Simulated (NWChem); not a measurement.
System: 1,4-dioxane (C4H8O2); SMILES O1CCOCC1

NWChem input:

```
start job
memory heap 200 mb stack 900 mb global 1100 mb
geometry units angstroms noautoz
  C      1.141899     0.672442    -0.349019
  C      1.136286    -0.681026     0.349264
  O     -0.005406    -1.457482    -0.000815
  C     -1.141899    -0.672442    -0.349019
  C     -1.136286     0.681026     0.349264
  O      0.005406     1.457482    -0.000815
  H      2.047647     1.248314    -0.062315
  H      1.187696     0.514343    -1.455002
  H      2.038075    -1.263627     0.063773
  H      1.181801    -0.523332     1.455322
  H     -1.187696    -0.514343    -1.455002
  H     -2.047647    -1.248314    -0.062315
  H     -2.038075     1.263627     0.063773
  H     -1.181801     0.523332     1.455322
end
basis spherical
  * library def2-svp
end
dft
  xc pbe0
  iterations 150
  mulliken
end
task dft energy
```

Coordinates come from a PBE-D3(BJ)/def2-SVP optimisation.

Q: Give the results of this calculation. (PBE0/def2-SVP.) Quantities: energy (Ha); highest occupied level (eV); orbital gap (eV).

A: The energy (Ha) is -307.07, the highest occupied level (eV) is -7.04 and the orbital gap (eV) is 8.76.
